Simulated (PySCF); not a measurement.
## Dipole response of Te²⁺ (tellurium, charge +2)

[Kr] 4d10 5s2 5p2, high-spin 3P determinant. Computed with PySCF 2.14 in aug-cc-pVQZ-PP with ECP28MDF (7s7p5d3f2g, 92 functions), with a scalar-relativistic core potential. Coupled (time-dependent) response in atomic units; α is the mean over directions.

```
method  mean α (bohr³)         α xx, yy, zz  C₆ (like pair)  S(−4)
   UHF           15.51  15.53, 15.51, 15.51           102.1  58.11
   PBE           14.88  14.53, 15.06, 15.06           97.09  52.17
  PBE0           14.93  14.71, 15.04, 15.04           97.50  52.29
```

S(−4) is the Cauchy moment in α(ω) = α(0) + S(−4) ω² + …

Spin-orbit coupling is absent.

α(iu) at PBE0:

```csv
u (hartree),α(iu) (bohr³)
0,14.93
0.0500,14.80
0.100,14.43
0.200,13.12
0.300,11.44
0.500,8.260
0.750,5.560
1.00,3.971
1.50,2.374
2.00,1.626
3.00,0.9297
5.00,0.4260
```

For an ion, C₆ is the dispersion term alone; charge-induced terms of lower order in 1/R come first.

The components differ because the open shell of this determinant is not spherical; for a pure term their mean is the scalar polarisability.

Energies and moments cover only the electrons outside the core potential.
